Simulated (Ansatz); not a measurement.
CH3FMoO2, SMILES `[CH3][Mo](=[O])(=[O])[F]`, relaxed with RKS PBE-D4/def2-SVP in the Gaussian-basis code of Ansatz from a rough embedded geometry. The force threshold is 0.03 eV/Å; the program also tests the step.

Total charge 0; spin multiplicity 1. Mo: def2 effective core potential.

Start:

```xyz
8

C     0.833    0.836    0.093
Mo   -0.746   -0.649   -0.056
O    -1.849   -0.409    1.336
O    -1.713   -0.482   -1.584
F     0.011   -2.482   -0.023
H     0.469    1.848    0.026
H     1.439    0.676    1.013
H     1.556    0.662   -0.805
```

Q: How much energy does the relaxation release, and in how many steps? (An estimate is asked.)

A: Ansatz gave: 0.97 eV, in 4 steps.

Q: Which bonds change most? (An estimate is asked.)

A: The calculation gave: Mo2–O4 from 1.815 to 1.692 Å; Mo2–F5 from 1.984 to 1.861 Å; Mo2–O3 from 1.792 to 1.692 Å; C1–Mo2 from 2.172 to 2.101 Å.

Q: Give the relaxed structure. (An estimate is asked.)

A: Ansatz gave: 
```xyz
8

C     0.796    0.762    0.052
Mo   -0.718   -0.691   -0.046
O    -1.740   -0.359    1.261
O    -1.564   -0.356   -1.473
F     0.023   -2.397   -0.001
H     0.371    1.786    0.015
H     1.354    0.633    1.004
H     1.479    0.622   -0.812
```
